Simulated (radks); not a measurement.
Problem. Ni4+, configuration [Ar] 3d6. All-electron calculation, Dirac Kohn-Sham, PBE, spin-unpolarised, spherical densities, finite nucleus; open shells fill j = l - 1/2 first; Fermi nuclear charge, rms radius 3.7757 fm. Program: a radial shooting solver on a logarithmic mesh with Libxc functionals. Some entries of the table are withheld. Estimate them.

orbital,occ.,eigenvalue (eV),<r^2> (bohr^2)
1s1/2,2,-8274.189,0.003935
2s1/2,2,-1046.387,0.07073
2p1/2,2,-920.9079,0.05584
2p3/2,4,-903.4316,0.05740
3s1/2,2,-172.9984,(1)
3p1/2,2,(2),0.6619
3p3/2,4,(3),0.6774
3d3/2,4,-68.6022,0.8743
3d5/2,2,-68.3042,0.8811

Solution. 
(1) 3s1/2 <r^2> (bohr^2): 0.6105
(2) 3p1/2 eigenvalue (eV): -134.4115
(3) 3p3/2 eigenvalue (eV): -132.0941
